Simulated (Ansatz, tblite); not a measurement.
Cost and result up the ladder for `COc1ccc(-c2ccc(-c3ccc(-c4ccc(-c5ccc(C(F)=C(F)F)cc5)o4)o3)o2)cc1` (51 atoms). Total charge 0; singlet. Geometry: PBE-D4/def2-SVP.

Ansatz on 2 threads of AMD EPYC 7R13 on a shared host and a share (18 GiB) of an NVIDIA H100 80GB HBM3; xTB runs through tblite on one thread. Times are rough, summed over both states, and most runs start from the orbitals of an earlier one. PBE0-D4/def2-TZVP serves as the yardstick here, not as an exact answer. The other state is a triplet.

The xTB rows come from tblite. Single mean-field runs in def2-TZVP are fitted with def2-universal-jkfit.

xTB has no spin-polarisation term.

```tsv
level	functions	wall time	vertical triplet (eV)	difference from PBE0-D4/def2-TZVP (eV)
GFN2-xTB	153	0.27 s	1.94	0.01
GFN1-xTB	170	0.31 s	1.91	-0.01
PBE-D4/def2-TZVP (with forces)	1156	23 s	1.70	-0.23
PBE0-D4/def2-TZVP	1156	45 s	1.92	0.00
```
